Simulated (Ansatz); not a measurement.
Gas-phase electronic energies from Ansatz, PBE0-D4/def2-TZVP geometries. CBS: MP2 limit from def2 TZ/QZ plus the TZ coupled-cluster correction, frozen cores. This one scheme is used for every species. Functionals use def2-TZVPP. B3LYP here is the variant with VWN-RPA as its local correlation; programs differ in this. HSE06 is defined as in plane-wave codes.

Consider the cleavage of the Al–B bond: `C[B](F)[AlH2]` + `[CH2]1[NH][AlH]1` → `[AlH2][N]1[CH2][AlH]1` + `CBF`.

```tsv
level	ΔE (kJ/mol)	difference from CCSD(T)/CBS
PBE-D4	-137.7	16.7
revPBE-D4	-138.2	16.2
BLYP-D4	-151.1	3.3
r2SCAN-D4	-154.1	0.3
B97M-V	-159.1	-4.7
PBE0-D4	-142.4	12.0
B3LYP-D4	-153.8	0.6
r2SCANh-D4	-154.5	-0.1
HSE06-D4	-142.5	11.9
BHLYP-D4	-160.0	-5.6
CAM-B3LYP-D4	-155.2	-0.8
ωB97X-V	-149.1	5.3
ωB97M-V	-154.4	0.0
B2PLYP	-158.9	-4.5
PBE-QIDH	-154.1	0.3
PBE	-136.0	18.4
revPBE	-134.6	19.8
BLYP	-147.7	6.7
r2SCAN	-153.7	0.7
PBE0	-141.0	13.4
B3LYP	-151.2	3.2
r2SCAN0	-154.4	0.0
HSE06	-141.1	13.3
BHLYP	-157.2	-2.8
CAM-B3LYP	-153.8	0.6
LC-ωPBE	-143.4	11.0
RPA@PBE/def2-TZVPP	-152.6	1.8
HF/def2-SVP	-162.9	-8.5
MP2/def2-SVP	-169.9	-15.5
CCSD/def2-SVP	-157.1	-2.7
HF/def2-TZVPP	-162.1	-7.7
MP2/def2-TZVPP	-168.7	-14.3
SCS-MP2/def2-TZVPP	-166.2	-11.8
CCSD/def2-TZVPP	-155.9	-1.5
HF/def2-QZVPP	-163.1	-8.7
MP2/def2-QZVPP	-167.9	-13.5
SCS-MP2/def2-QZVPP	-165.4	-11.0
HF/CBS(def2)	-163.2	-8.8
MP2/CBS(def2)	-166.7	-12.3
CCSD/CBS(def2)	-154.0	0.4
CCSD(T)/CBS	-154.4	0
```

Largest T1 diagnostic among the species: 0.015.

Leaving LDA and LC-ωPBE aside and taking each functional with its dispersion term where it has one, the values spread over 22.3 kJ/mol, from BHLYP-D4 to PBE-D4. From PBE to PBE0 (25 % exact exchange), in def2-TZVPP and without D4, ΔE moves by −5.0 kJ/mol. At CCSD(T), def2-SVP lies −3.2 kJ/mol from the extrapolated value and def2-TZVPP −2.0 kJ/mol.
